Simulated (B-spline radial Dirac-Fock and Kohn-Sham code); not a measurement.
## Ionisation of each subshell: Er⁺

System: Er⁺, configuration [Xe] 4f12 5d1 (an excited configuration); nuclear rms radius 5.2516 fm (A = 166).

Input file task.json (cfg lists n, l and occupation; rrms is the nuclear radius in fm):

```json
{"items": [{
  "Z": 68,
  "q": 1,
  "cfg": [[1, 0, 2], [2, 0, 2], [2, 1, 6], [3, 0, 2], [3, 1, 6], [3, 2, 10], [4, 0, 2], [4, 1, 6], [4, 2, 10], [4, 3, 12], [5, 0, 2], [5, 1, 6], [5, 2, 1]],
  "A": 166,
  "rrms": 5.2516,
  "do": ["binding"]
}]}
```

Run with: `python xray_run.py task.json out`

Model: Dirac-Fock (average of configuration) total-energy differences with a finite nucleus, the Breit interaction including its frequency dependence, and self-energy and vacuum-polarisation corrections. Program: a B-spline atomic structure program. The model has no electron correlation. Energies are counted from the vacuum level.

All terms are in eV, carry their sign (relaxation lowers the binding energy) and add up to the binding energy; ⟨r⟩ is the mean radius of the orbital in the initial state.

```csv
subshell,−ε (Koopmans),relaxation,Gaunt,retardation,self-energy,vacuum polarisation,binding energy,⟨r⟩ (bohr)
K,57835.5,-84.72,-190.19,16.86,-109.10,18.92,57487.3,0.020
L1,9844.7,-51.00,-20.01,1.37,-15.08,2.44,9762.4,0.086
L2,9354.6,-55.14,-34.72,3.80,0.23,0.06,9268.8,0.072
L3,8435.5,-52.71,-24.28,4.95,-0.96,-0.10,8362.4,0.079
M1,2263.6,-29.61,-3.46,0.20,-3.40,0.53,2227.9,0.224
M2,2049.0,-30.43,-6.23,0.61,-0.01,0.01,?,0.214
M3,1852.4,-29.21,-4.12,0.89,-0.24,-0.02,1819.7,0.228
M4,1490.4,-31.50,-2.55,0.21,0.25,-0.03,1456.7,0.201
M5,1447.9,-31.04,-1.66,0.23,0.13,-0.03,1415.5,0.205
N1,476.6,-13.22,-0.71,0.05,-0.80,0.13,462.1,0.509
N2,389.4,-12.88,-1.26,0.13,0.00,0.00,375.4,0.519
N3,344.8,-11.93,-0.77,0.19,-0.05,-0.01,332.3,0.548
N4,200.7,-11.17,-0.33,0.03,0.05,-0.01,189.3,0.579
N5,192.4,-10.82,-0.15,0.03,0.03,-0.01,181.5,0.591
"N6,7",18.13,-7.86,0.12,-0.02,0.02,0.00,10.38,0.802
O1,67.56,-2.67,-0.10,0.01,-0.12,0.02,64.70,1.285
O2,41.61,-2.21,-0.13,0.01,0.00,0.00,39.28,1.445
O3,35.98,-1.89,-0.07,0.02,0.00,0.00,34.03,1.554
"O4,5",8.58,-0.14,0.00,0.00,0.00,0.00,8.45,3.131
```

**Question.** Which binding energy belongs in the row of M2?

**Answer.** 2012.9 eV, the sum of the terms in that row (to rounding).

For the deepest level, K (1s), the Breit terms make up -0.302 % of the binding energy, QED -0.157 % and orbital relaxation -0.147 %.

Values without a named source are computed, but for edge energies of neutral atoms, which are taken from tables.
